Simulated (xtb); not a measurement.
xtb input (GFN1-xTB):

```bash
xtb mol.xyz --gfn 1 --sp --chrg 0 --uhf 0
```
mol.xyz:
```
6

B     -0.77657967     0.03230627    -0.00413419
N      0.60979542    -0.02536793     0.00324630
H     -1.39837774    -0.98543134    -0.02544751
H     -1.31189213     1.09818051     0.01101914
H      1.19719081     0.79223349     0.02089926
H      1.12740949    -0.88893853    -0.00852404
```

Output:

```
           -------------------------------------------------
          |                Calculation Setup                |
           -------------------------------------------------

           -------------------------------------------------
          |                 G F N 1 - x T B                 |
           -------------------------------------------------

        Reference                      10.1021/acs.jctc.7b00118
      * Hamiltonian:
        H0-scaling (s, p, d)           1.850000    2.250000    2.000000
        zeta-weighting                 0.000000
      * Dispersion:
        s8                             2.400000
        a1                             0.630000
        a2                             5.000000
        s9                             0.000000
      * Repulsion:
        kExp                           1.500000
        rExp                           1.000000
      * Coulomb:
        alpha                          2.000000
        third order                    atomic
        anisotropic                    false
      * Halogen bond correction:
        rad-scale                      1.300000
        damping                        0.440000

          ...................................................
          :                      SETUP                      :
          :.................................................:
          :  # basis functions                  16          :
          :  # atomic orbitals                  16          :
          :  # shells                           12          :
          :  # electrons                        12          :
          :  # halogen bonds                     0          :
          :  max. iterations                   250          :
          :  Hamiltonian                  GFN1-xTB          :
          :  restarted?                      false          :
          :  GBSA solvation                  false          :
          :  PC potential                    false          :
          :  electronic temp.          300.0000000     K    :
          :  accuracy                    1.0000000          :
          :  -> integral cutoff          0.2500000E+02      :
          :  -> integral neglect         0.1000000E-07      :
          :  -> SCF convergence          0.1000000E-05 Eh   :
          :  -> wf. convergence          0.2000000E-04 e    :
          :  Broyden damping             0.4000000          :
          :  net charge                          0          :
          :  unpaired electrons                  0          :
          ...................................................

 iter      E             dE          RMSdq      gap      omega  full diag
   1     -6.8332719 -0.683327E+01  0.743E+00    5.86       0.0  T
   2     -6.8497405 -0.164686E-01  0.435E+00    6.46       1.0  T
   3     -6.8511409 -0.140039E-02  0.101E+00    5.98       1.0  T
   4     -6.8523336 -0.119268E-02  0.336E-01    6.08       1.0  T
   5     -6.8524866 -0.152967E-03  0.277E-02    6.17       1.5  T
   6     -6.8524889 -0.234720E-05  0.930E-03    6.17       4.4  T
   7     -6.8524891 -0.207242E-06  0.183E-03    6.17      22.4  T
   8     -6.8524892 -0.993380E-08  0.773E-05    6.17     527.8  T
   9     -6.8524892 -0.990941E-11  0.210E-05    6.17    1945.0  T

   *** convergence criteria satisfied after 9 iterations ***

         #    Occupation            Energy/Eh            Energy/eV
      -------------------------------------------------------------
         1        2.0000           -0.7574733             -20.6119
         2        2.0000           -0.5692566             -15.4903
         3        2.0000           -0.5663124             -15.4101
         4        2.0000           -0.4800580             -13.0630
         5        2.0000           -0.4419094             -12.0250
         6        2.0000           -0.4350162             -11.8374 (HOMO)
         7                         -0.2083325              -5.6690 (LUMO)
         8                         -0.1213166              -3.3012
         9                         -0.0692271              -1.8838
        10                         -0.0553641              -1.5065
        11                         -0.0280123              -0.7623
       ...                                ...                  ...
        16                          0.5769348              15.6992
      -------------------------------------------------------------
                  HL-Gap            0.2266837 Eh            6.1684 eV
             Fermi-level           -0.3216744 Eh           -8.7532 eV

 SCC (total)                   0 d,  0 h,  0 min,  0.006 sec
 SCC setup                      ...        0 min,  0.000 sec (  2.311%)
 Dispersion                     ...        0 min,  0.000 sec (  1.096%)
 classical contributions        ...        0 min,  0.000 sec (  0.491%)
 integral evaluation            ...        0 min,  0.001 sec ( 21.250%)
 iterations                     ...        0 min,  0.002 sec ( 32.542%)
 molecular gradient             ...        0 min,  0.002 sec ( 38.481%)
 printout                       ...        0 min,  0.000 sec (  3.467%)

         :::::::::::::::::::::::::::::::::::::::::::::::::::::
         ::                     SUMMARY                     ::
         :::::::::::::::::::::::::::::::::::::::::::::::::::::
         :: total energy              -6.764877023157 Eh    ::
         :: gradient norm              0.006225135423 Eh/a0 ::
         :: HOMO-LUMO gap              6.168378703389 eV    ::
         ::.................................................::
         :: SCC energy                -6.852489150932 Eh    ::
         :: -> electrostatic           0.014564083928 Eh    ::
         :: repulsion energy           0.088457592248 Eh    ::
         :: dispersion energy         -0.000845464472 Eh    ::
         :: halogen bond corr.         0.000000000000 Eh    ::
         :: add. restraining           0.000000000000 Eh    ::
         :: total charge               0.000000000000 e     ::
         :::::::::::::::::::::::::::::::::::::::::::::::::::::

           -------------------------------------------------
          |                Property Printout                |
           -------------------------------------------------

    * Orbital Energies and Occupations

         #    Occupation            Energy/Eh            Energy/eV
      -------------------------------------------------------------
         1        2.0000           -0.7574733             -20.6119
         2        2.0000           -0.5692566             -15.4903
         3        2.0000           -0.5663124             -15.4101
         4        2.0000           -0.4800580             -13.0630
         5        2.0000           -0.4419094             -12.0250
         6        2.0000           -0.4350162             -11.8374 (HOMO)
         7                         -0.2083325              -5.6690 (LUMO)
         8                         -0.1213166              -3.3012
         9                         -0.0692271              -1.8838
        10                         -0.0553641              -1.5065
        11                         -0.0280123              -0.7623
        12                          0.2005116               5.4562
        13                          0.2406681               6.5489
        14                          0.4112935              11.1919
        15                          0.4976519              13.5418
        16                          0.5769348              15.6992
      -------------------------------------------------------------
                  HL-Gap            0.2266837 Eh            6.1684 eV
             Fermi-level           -0.3216744 Eh           -8.7532 eV

  Mulliken/CM5 charges         n(s)   n(p)   n(d)
Note: The following floating-point exceptions are signalling: IEEE_DENORMAL
normal termination of xtb
     1B     0.23553  0.02112   0.928  1.837  0.000
     2N    -0.43834 -0.83270   1.438  4.000  0.000
     3H    -0.10361  0.00557   1.104  0.000  0.000
     4H    -0.10361  0.00557   1.104  0.000  0.000
     5H     0.20502  0.40022   0.795  0.000  0.000
     6H     0.20502  0.40022   0.795  0.000  0.000

Wiberg/Mayer (AO) data.
largest (>0.10) Wiberg bond orders for each atom

 ---------------------------------------------------------------------------
     #   Z sym  total        # sym  WBO       # sym  WBO       # sym  WBO
 ---------------------------------------------------------------------------
     1   5 B    3.388 --     2 N    1.435     3 H    0.966     4 H    0.966
     2   7 N    3.302 --     1 B    1.435     5 H    0.933     6 H    0.933
     3   1 H    0.994 --     1 B    0.966
     4   1 H    0.994 --     1 B    0.966
     5   1 H    0.966 --     2 N    0.933
     6   1 H    0.966 --     2 N    0.933
 ---------------------------------------------------------------------------

Topologies differ in total number of bonds
Writing topology from bond orders to xtbtopo.mol

 dipole moment from electron density (au)
     X       Y       Z
   0.9495  -0.0395   0.0051  total (Debye):    2.415

           -------------------------------------------------
          | TOTAL ENERGY               -6.764877023157 Eh   |
          | GRADIENT NORM               0.006225135423 Eh/α |
          | HOMO-LUMO GAP               6.168378703389 eV   |
           -------------------------------------------------

------------------------------------------------------------------------
------------------------------------------------------------------------
 total:
 SCF:
```
